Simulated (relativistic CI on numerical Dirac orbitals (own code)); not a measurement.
**Radial parameters of Yb LXIX**

Computed by Dirac-Coulomb-Breit CI, separate exchange-only KLI orbitals for each configuration, model QED (radiative potential, 1s self-energy scaled to tabulated hydrogen-like ionisation energies), unscaled Slater integrals (own radial code, finite nucleus).

Slater integrals F^k, G^k are unscaled and averaged over j, outside the closed core (none); ζ comes from projecting the Hamiltonian with its Breit term on Σ l·s of the shell.

- 1s 2s: G^0(1s,2s) = 438740 cm⁻¹; <r>(1s) = 0.01946, <r^2>(1s) = 0.0005181, <r>(2s) = 0.07791, <r^2>(2s) = 0.007198 (bohr units).
- 1s 2p: G^1(1s,2p) = 741490, ζ(2p) = 6.6354e+06 cm⁻¹; <r>(1s) = 0.01946, <r^2>(1s) = 0.000518, <r>(2p) = 0.06819, <r^2>(2p) = 0.005653 (bohr units).
- 1s 3s: G^0(1s,3s) = 113810 cm⁻¹; <r>(1s) = 0.01944, <r^2>(1s) = 0.0005172, <r>(3s) = 0.1802, <r^2>(3s) = 0.03717 (bohr units).

Averages of the first 10 configurations, taken without configuration mixing, which lowers the lowest level and can move excited configurations by several eV; other configurations of the list can lie among them:

```json
{"Configuration": "1s2", "Parity": "even", "States": "1", "Average energy above the lowest level (eV)": "0.4"}
{"Configuration": "1s 2s", "Parity": "even", "States": "4", "Average energy above the lowest level (eV)": "52325.3"}
{"Configuration": "1s 2p", "Parity": "odd", "States": "12", "Average energy above the lowest level (eV)": "53229.9"}
{"Configuration": "1s 3s", "Parity": "even", "States": "4", "Average energy above the lowest level (eV)": "62369.0"}
{"Configuration": "1s 3p", "Parity": "odd", "States": "12", "Average energy above the lowest level (eV)": "62636.1"}
{"Configuration": "1s 3d", "Parity": "even", "States": "20", "Average energy above the lowest level (eV)": "62828.2"}
{"Configuration": "1s 4s", "Parity": "even", "States": "4", "Average energy above the lowest level (eV)": "65822.4"}
{"Configuration": "1s 4p", "Parity": "odd", "States": "12", "Average energy above the lowest level (eV)": "65934.0"}
{"Configuration": "1s 4d", "Parity": "even", "States": "20", "Average energy above the lowest level (eV)": "66014.9"}
{"Configuration": "1s 4f", "Parity": "odd", "States": "28", "Average energy above the lowest level (eV)": "66045.5"}
```
